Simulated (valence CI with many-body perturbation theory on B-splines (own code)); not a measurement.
Forbidden lines of Fe¹²⁺

Level of theory: configuration interaction combined with many-body perturbation theory (CI+MBPT): four valence electrons over a frozen Dirac-Fock core [Ne], a basis of 11 s, 11 p, 9 d, 7 f, 5 g, 2 h, 1 i functions for each j, with the one-electron correlation potential Σ1, the two-electron term Σ2, the three-electron term Σ3, Breit, model QED; selected CI, second order for the rest, scaled by the run's own slope (own B-spline code, finite nucleus).

No measured levels were compared; by estimate levels of excited configurations hold to 0.05 to 0.15 % of their energy, terms of the ground configuration to about 0.5 %.

Lines 1 to 12 of 12 in falling wavelength, among levels below 820810 cm⁻¹, chosen from the decays that carry over 1 % of a level's rate. Wavelengths and rates use the calculated energies, so an error of 200 cm⁻¹ moves a line at 3379 Å by 0.68 % and its rate by three times that or more. Electric multipoles are in the length gauge, E1 and E2 with the static RPA response of the core. Weak lines are less certain than strong ones. Lines between different terms over intervals too small for the method are left out, as are lines whose strength nearly cancels. Branching is blank where the lifetime is uncertain.

```
λ vac (Å)            Upper            Lower  Type   A (s⁻¹)  Branch %
    10780     3s2 3p2 3P_2     3s2 3p2 3P_1    M1  9.84e+00      99.9
    10750     3s2 3p2 3P_1     3s2 3p2 3P_0    M1  1.40e+01     100.0
     9922  3s2 3p 3d 3F°_4  3s2 3p 3d 3F°_3    M1  2.06e+01          
     3379     3s2 3p2 1D_2     3s2 3p2 3P_2    M1  8.70e+01      54.6
     2573     3s2 3p2 1D_2     3s2 3p2 3P_1    M1  7.23e+01      45.3
     1213     3s2 3p2 1S_0     3s2 3p2 3P_1    M1  1.08e+03      98.9
    858.5  3s2 3p 3d 3F°_4     3s 3p3 3P°_2    E2  1.86e+01          
    638.3  3s2 3p 3d 3F°_4     3s 3p3 3D°_3    M1  8.96e+00          
    638.3  3s2 3p 3d 3F°_4     3s 3p3 3D°_3    E2  5.03e+00          
    627.0  3s2 3p 3d 3F°_4     3s 3p3 3D°_2    E2  1.07e+01          
    430.3  3s2 3p 3d 3F°_4     3s 3p3 5S°_2    E2  4.26e+00          
    250.8  3s2 3p 3d 3F°_4     3s2 3p2 1D_2    M2  3.94e+01
```
